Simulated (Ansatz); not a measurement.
N₂, charge +1, doublet, geometry from GFN2-xTB (a state made from the parent by changing its charge; the spin is typed, not shown lowest). Base run: PBE0/pcseg-1 (Ansatz, an electronic-structure program).

Geometry (Å):
```xyz
2

N      0.0000     0.0000    -0.5341
N      0.0000     0.0000     0.5341
```
Charge +1, spin multiplicity 2.
Orbitals are unrestricted.
All else is at Ansatz's defaults.

The base run was repeated with changes; each row names its change, and settings that it needs were set with it.

| change | basis functions | E (Eh) |
|---|---|---|
| base | 28 | -108.79584 |
| basis = x2c-TZVPall; relativity = spin-free X2C | 62 | -108.92443 |
| basis = ANO-RCC-VDZP; relativity = spin-free X2C; nucleus = Gaussian | 28 | -108.91833 |
| basis = ANO-RCC-VDZP; relativity = none | 28 | -108.85329 |
| basis = ANO-RCC-VDZP; relativity = spin-free X2C | 28 | -108.91834 |
| basis = cc-pVDZ-DK; relativity = spin-free X2C | 28 | -108.89106 |
| basis = cc-pVDZ-DK; relativity = spin-free X2C; nucleus = Gaussian | 28 | -108.89104 |
| basis = cc-pVDZ-DK; relativity = none | 28 | -108.82876 |
| basis = x2c-TZVPall; relativity = spin-free X2C; nucleus = Gaussian | 62 | -108.92441 |
| basis = x2c-TZVPall; relativity = none | 62 | -108.86227 |

Total energies compare only within one method and basis.

Ansatz warned in this series: the basis is contracted for relativity, which the run leaves out.

Basis sets contracted for a relativistic Hamiltonian are a mismatch without it, so the rows without relativity aren't non-relativistic limits. No row has spin-orbit coupling; sets with core potentials leave out the core electrons.
